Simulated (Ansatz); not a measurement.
Z-matrix (Å, degrees):
```
C
As 1 1.989
O 1 1.409 2 111.9
H 1 1.099 2 108.3 3 124.5
H 1 1.092 2 109.5 3 -118.0
N 2 1.848 1 102.4 3 78.6
H 2 1.527 1 93.3 3 175.5
H 3 0.961 1 108.6 2 61.8
H 6 1.012 2 114.3 1 29.7
H 6 1.011 2 110.6 1 -93.2
```

Total charge 0; spin multiplicity 1.

(1) List the ωB97M-V/def2-TZVPP orbital energies in eV (Ansatz). (Best estimate.)

Results:

(1) Ansatz gave: Occupied: -11604.86, -1472.92, -1314.19, -1314.19, -1314.15, -526.30, -394.29, -282.86, -195.35, -141.48, -141.44, -141.30, -47.87, -47.84, -47.74, -47.71, -47.66, -31.60, -26.55, -22.18, -19.20, -16.77, -16.05, -14.87, -14.35, -13.14, -11.96, -11.00, -9.60, -9.08. Lowest empty: 1.88, 2.18, 3.23, 3.42, 3.83, 4.28, 4.48, 5.37.
